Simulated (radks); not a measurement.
Isoelectronic series with 44 electrons, each ion in its NIST ground configuration. All-electron calculation, non-relativistic Kohn-Sham, TPSS, spin-polarised, spherical densities, point nucleus; open shells are filled with parallel spins first (spin-orbit coupling, left out, can overturn this in heavy ions); meta-GGA in the generalised Kohn-Sham scheme. Program: a radial shooting solver on a logarithmic mesh with Libxc functionals. Total energies (hartree) and mean radii <r> (bohr):

Ru: configuration [Kr] 4d7 5s1; E (hartree) -4443.49378; 4d down 1.701; 4d up 1.664; 4p down 1.140; 4p up 1.144
Rh+: configuration [Kr] 4d8; E (hartree) -4687.63167; 4d down 1.539; 4d up 1.515; 4p down 1.097; 4p up 1.098
Pd2+: configuration [Kr] 4d8; E (hartree) -4938.96421; 4d down 1.365; 4d up 1.352; 4p down 1.047; 4p up 1.047
Ag3+: configuration [Kr] 4d8; E (hartree) -5197.42938; 4d down 1.242; 4d up 1.234; 4p down 0.9997; 4p up 0.9999
Cd4+: configuration [Kr] 4d8; E (hartree) -5463.00012; 4d down 1.146; 4d up 1.140; 4p down 0.9561; 4p up 0.9560
In5+: configuration [Kr] 4d8; E (hartree) -5735.65808; 4d down 1.068; 4d up 1.064; 4p down 0.9158; 4p up 0.9155
Sn6+: configuration [Kr] 4d8; E (hartree) -6015.38991; 4d down 1.003; 4d up 0.9994; 4p down 0.8786; 4p up 0.8782
Sb7+: configuration [Kr] 4d8; E (hartree) -6302.18540; 4d down 0.9468; 4d up 0.9439; 4p down 0.8444; 4p up 0.8439
Te8+: configuration [Kr] 4d8; E (hartree) -6596.03649; 4d down 0.8979; 4d up 0.8954; 4p down 0.8127; 4p up 0.8122
I9+: configuration [Kr] 4d8; E (hartree) -6896.93664; 4d down 0.8546; 4d up 0.8524; 4p down 0.7834; 4p up 0.7828
Xe10+: configuration [Kr] 4d8; E (hartree) -7204.88045; 4d down 0.8159; 4d up 0.8140; 4p down 0.7562; 4p up 0.7556
Cs11+: configuration [Kr] 4d8; E (hartree) -7519.8634; 4d down 0.7810; 4d up 0.7794; 4p down 0.7308; 4p up 0.7302
Ba12+: configuration [Kr] 4d8; E (hartree) -7841.8816; 4d down 0.7494; 4d up 0.7479; 4p down 0.7072; 4p up 0.7066
La13+: configuration [Kr] 4d8; E (hartree) -8170.9318; 4d down 0.7205; 4d up 0.7192; 4p down 0.6851; 4p up 0.6845
Ce14+: configuration [Kr] 4d8; E (hartree) -8507.0110; 4d down 0.6940; 4d up 0.6928; 4p down 0.6643; 4p up 0.6637
Pr15+: configuration [Kr] 4d8; E (hartree) -8850.1168; 4d down 0.6696; 4d up 0.6685; 4p down 0.6449; 4p up 0.6443
Nd16+: configuration [Kr] 4d8; E (hartree) -9200.2470; 4d down 0.6470; 4d up 0.6460; 4p down 0.6265; 4p up 0.6260
Pm17+: configuration [Kr] 4d8; E (hartree) -9557.3996; 4d down 0.6260; 4d up 0.6250; 4p down 0.6093; 4p up 0.6087
Sm18+: configuration [Kr] 4d8; E (hartree) -9921.5728; 4d down 0.6064; 4d up 0.6055; 4p down 0.5929; 4p up 0.5924
Eu19+: configuration [Kr] 4d8; E (hartree) -10292.7652; 4d down 0.5881; 4d up 0.5872; 4p down 0.5775; 4p up 0.5770
